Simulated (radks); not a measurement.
The numbers below are computed, except where a source is named.
Ionisation of the manganese ion Mn2+, [Ar] 3d5, to Mn3+, [Ar] 3d4, under several functionals. Dirac Kohn-Sham, spin-unpolarised, spherical densities, finite nucleus; open shells fill j = l - 1/2 first; a radial shooting solver on a logarithmic mesh with Libxc functionals.

functional         E(Mn2+) (hartree)  Exc (hartree)  IE (eV)  -e(HOMO) (eV)  <r> HOMO (bohr)  IE error (eV)
AM05                     -1155.44273      -49.55467   32.391         24.197            1.148         -1.277
RPBE                     -1157.63639      -51.79232   32.336         24.134            1.152         -1.332
BLYP                     -1157.74380      -51.88943   32.427         24.253            1.156         -1.241
BP86                     -1157.84091      -52.00100   32.485         24.309            1.148         -1.183
exchange-only PBE        -1156.41513      -50.52917   31.353         23.247            1.165         -2.315
PW91                     -1157.75531      -51.91403   32.527         24.323            1.151         -1.141
XLYP                     -1157.96762      -52.11660   32.479         24.302            1.157         -1.189
OLYP                     -1157.92534      -52.12949   32.502         24.235            1.146         -1.166
SOGGA                    -1156.14102      -50.26701   32.267         24.075            1.150         -1.401
exchange-only B88        -1156.67354      -50.80077   31.308         23.193            1.161         -2.360

NIST Atomic Spectra Database: 33.67 eV (measured). Closest: PW91. The Delta-SCF values span 1.22 eV, the total energies 2.52 hartree. The highest occupied level is 3d5/2. Spin polarisation and multiplet splitting are left out, so open shells lie too high by an amount that depends on their filling.

Beside tabulated values, note that spin-unpolarised runs miss the spin-polarisation part of the exchange energy of open shells.
